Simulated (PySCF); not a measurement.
# Correlation energy of Be (beryllium, neutral)

[He] 2s1 3d1, high-spin 3D determinant (an excited configuration). Calculation: PySCF 2.14, in aug-cc-pCVQZ (9s8p6d4f2g, 109 functions); no relativity, point nucleus. Frozen: nothing; 4 electrons correlated.

MP2 pair energies summed by pair of shells (mhartree):

```csv
pair,energy,share (%)
1s-1s,-39.01,84.0
2s-3d,-3.91,8.4
1s-2s,-3.42,7.4
1s-3d,-0.09,0.2
```

Total MP2 correlation energy: -46.43 mhartree.

Same-spin part -4.83 and opposite-spin part -41.59 mhartree; SCS-MP2 scales them by 1/3 and 6/5 to -51.52 mhartree.
